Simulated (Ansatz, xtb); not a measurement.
## Ranking isomers of C5H5ClN2

4 gas-phase structures of C5H5ClN2, from a drawn sample of its isomers (lower ones may exist). Each was relaxed with GFN2-xTB:

A. `Nc1cnccc1Cl`, a singlet
B. `Nc1cncc(Cl)c1`, a singlet
C. `Nc1ccc(Cl)nc1`, a singlet
D. `Nc1cccnc1Cl`, a singlet

Q: Estimate their order in r2SCAN-D4/def2-SVP//GFN2-xTB energy at these geometries, lowest first.

A: Calculated order at r2SCAN-D4/def2-SVP//GFN2-xTB: D (0.0), C (2.7), A (3.0), B (4.6) kcal/mol. Less than 1 kcal/mol parts C and A, so the order within that pair means little.

Energies above the lowest of each column, in kcal/mol; the last columns are at r2SCAN-D4/def2-SVP geometries:

| structure | GFN2-xTB | HF/STO-3G | r2SCAN-D4/def2-SVP//GFN2-xTB | r2SCAN-D4/def2-SVP | CCSD(T)/def2-SVP + ΔMP2/def2-TZVPP |
| --- | --- | --- | --- | --- | --- |
| D | 0.0 | 0.0 | 0.0 | 0.0 | 0.0 |
| C | 1.0 | 0.4 | 2.7 | 2.8 | 1.9 |
| A | 1.0 | 1.0 | 3.0 | 3.1 | 1.6 |
| B | 1.6 | 1.9 | 4.6 | 4.7 | 3.2 |

Every level run on D puts it lowest or level with the lowest. CCSD(T)/def2-SVP + ΔMP2/def2-TZVPP orders those it was run on as D (0.0), A (1.6), C (1.9), B (3.2) kcal/mol. Less than 1 kcal/mol parts A and C, so the order within that pair means little. Flexible structures stand in one conformer each, not always the lowest. ΔMP2 is the change of the MP2 energy from the smaller to the larger basis.

Over these structures GFN2-xTB departs from r2SCAN-D4/def2-SVP//GFN2-xTB by 0.8 kcal/mol on average once a common shift is removed. A GFN2-xTB relaxation took about 0.085 s and the r2SCAN-D4/def2-SVP//GFN2-xTB energy about 4.1 s on a shared host (Ansatz 0.2.0, xtb 6.7.1).
